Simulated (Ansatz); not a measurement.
A made-up structure of BSiH₄I, closed shell:

```xyz
7
angstrom
B -1.0729 0.0433 -0.6676
Si 0.6476 0.1455 0.3597
I 1.3461 -1.9978 1.3212
H -1.7021 -0.9614 -0.7958
H -1.4837 1.0463 -1.1748
H 1.8242 -3.2629 2.3512
H 1.7486 0.6118 -0.5264
```

It is relaxed with PBE-D4/def2-SVP and then PBE0-D4/def2-TZVP (Ansatz 0.2.0). Atoms count as bonded within 1.22 times the sum of their covalent radii (H–H: 0.88 Å). The end point is not checked to be a true minimum.

Q: Does its bonding change? (A judgement: the text doesn't fix the answer.)

A: The calculation gives: No: no bond forms or breaks.

Where it ends: The first stage lowers the energy by 1.64 eV in 16 steps. It ends as BSiH₄I ([BH2][SiH][IH]):
B1  (-0.855, -0.179, -0.557)
Si2  (0.590, 0.548, 0.539)
I3  (1.226, -1.612, 1.959)
H4  (-1.571, -1.088, -0.247)
H5  (-1.176, 0.467, -1.519)
H6  (1.277, -2.948, 1.018)
H7  (1.817, 0.436, -0.325)
(Å)

Labels in which every atom is bracketed show which atoms are joined, not bond orders.

For scale, one of the runs: PBE0-D4/def2-TZVP relaxation, 142 basis functions, launched by `ansatz run in.yaml --threads 2 --pin off --events-out ev --progress --plain --max-ram 4352MiB`. The run took about 37 s on 2 CPU threads of an Arm Neoverse V2 (shared host).
